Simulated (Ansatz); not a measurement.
Compare A (`[InH2][B]1CO1`) with its isomer B (`B1[CH2][InH][O]1`).

Isolated molecules relaxed with PBE0-D4/def2-TZVP in Ansatz; ΔE leaves out vibrations. CCSD(T)/CBS adds triple-zeta CCSD(T) − MP2 to the extrapolated MP2 energy (def2 sets, frozen cores). Functionals use def2-TZVPP. B3LYP here is the variant with VWN-RPA as its local correlation; programs differ in this. def2 core potentials past Kr. For In outer-core shells are correlated without core-valence functions, which leaves a few kJ/mol of doubt a bond.

A:

```xyz
8

In    0.215   -1.948    0.133
B     0.162    0.281    0.077
C    -0.379    1.680   -0.211
O     0.907    1.332    0.435
H    -0.451   -2.825    1.461
H     0.867   -2.859   -1.179
H    -0.252    2.159   -1.178
H    -1.070    2.180    0.462
```

B:

```xyz
8

B    -0.4306    1.0183    0.3246
C     0.0302   -0.4303    0.8440
In    0.4742   -0.7614   -1.2276
O    -0.2872    1.1851   -0.9989
H    -0.8671    1.8880    1.0399
H    -0.7443   -1.0790    1.2598
H     0.8939   -0.4666    1.5121
H     0.9309   -1.3542   -2.7538
```

**Question.** Which is lower in electronic energy at CCSD(T)/CBS, and by how much? (Best estimate.)

**Answer.** Ansatz gave: B, by 50.7 kcal/mol.

**Question.** Give E(B) − E(A) in kcal/mol with B3LYP-D4, BLYP-D4, CCSD(T)/def2-SVP, MP2/def2-TZVPP, r2SCAN-D4, B2PLYP, CCSD/def2-TZVPP. (An estimate is asked.)

**Answer.** Computed: B3LYP-D4 -47.3, BLYP-D4 -47.3, CCSD(T)/def2-SVP -45.0, MP2/def2-TZVPP -51.7, r2SCAN-D4 -48.0, B2PLYP -48.8, CCSD/def2-TZVPP -47.4. None reverses the order clearly.

**Question.** Does the order hold for the free energy at 298.15 K (harmonic terms from PBE0-D4)? (An estimate is asked.)

**Answer.** Computed: Yes: G(B) − G(A) = -48.7 kcal/mol.

Largest T1 diagnostic: 0.016.

The D4 term adds −0.8 kcal/mol with B3LYP and −0.3 kcal/mol with PBE0; it sums over pairs of atoms, weighted by their polarisabilities, and B3LYP, whose exchange is more repulsive, gets the larger term. From BLYP to BHLYP (50 % exact exchange), in def2-TZVPP and without D4, E(B) − E(A) moves by −0.9 kcal/mol.
